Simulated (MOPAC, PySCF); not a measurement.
C2H5N, SMILES `[H]/N=C\C`, neutral singlet in the gas phase. 

Z-matrix (Å, degrees):
```
C
N 1 1.2651
H 2 1.0236 1 110.96
H 1 1.0939 2 116.67 3 179.95
C 1 1.4994 4 115.38 2 179.98
H 5 1.0909 1 111.58 4 -179.98
H 5 1.0935 6 108.94 1 -121.96
H 5 1.0935 6 108.94 7 -116.09
```
Charge 0, multiplicity 1.

All levels are single points at this geometry (B3LYP-D3(BJ)/def2-TZVP); Pople sets use spherical d functions. Orbital energies aren't observables, and empty levels follow the basis.

BP86/6-31G* in PySCF gives dipole (D) = 2.38.

Problem. Estimate the dipole (D) from each of these levels: PBE-D3(BJ)/def2-TZVP in PySCF; ωB97X-D3(BJ)/def2-TZVP in PySCF; B3LYP/3-21G in PySCF; SVWN5/6-31G* in PySCF; HF/3-21G in PySCF; HF/6-31G* in PySCF; AM1 in MOPAC; PM3 in MOPAC.

Solution. 
```tsv
level	dipole (D)
PBE-D3(BJ)/def2-TZVP in PySCF	2.46
ωB97X-D3(BJ)/def2-TZVP in PySCF	2.57
B3LYP/3-21G in PySCF	2.41
SVWN5/6-31G* in PySCF	2.45
HF/3-21G in PySCF	2.69
HF/6-31G* in PySCF	2.67
AM1 in MOPAC	2.21
PM3 in MOPAC	2.14
```
